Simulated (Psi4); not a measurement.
Interaction energy of HBr ··· BCl3 (SMILES Br and ClB(Cl)Cl). Monomers: optimised at B3LYP-D3(BJ) (def2-TZVP), held rigid. Orientation: lowest of the rigid-body minima from ten starts at GFN2-xTB. R is the distance of the centres of mass, along which the second monomer moves.

Computed with Psi4 with SAPT0/jun-cc-pVDZ, frozen core.

Components in kJ/mol:

```
R / Å  electrostatics  exchange  induction  dispersion  total
-----  --------------  --------  ---------  ----------  -----
3.99           -56.82    178.33     -50.26      -29.27  41.97
4.25           -27.70     82.42     -22.19      -17.38  15.15
4.38           -19.27     55.40     -14.73      -13.55   7.85
4.62           -10.04     26.16      -6.97       -8.76   0.39
4.85            -5.61     12.52      -3.47       -5.90  -2.46
5.03            -3.70      6.96      -2.05       -4.40  -3.18
5.30            -2.12      2.86      -0.97       -2.89  -3.12
5.63            -1.20      0.95      -0.42       -1.79  -2.46
6.08            -0.65      0.21      -0.16       -0.98  -1.59
6.80            -0.32      0.02      -0.05       -0.43  -0.78
7.78            -0.16      0.00      -0.02       -0.17  -0.34
9.12            -0.07      0.00      -0.01       -0.06  -0.14
```
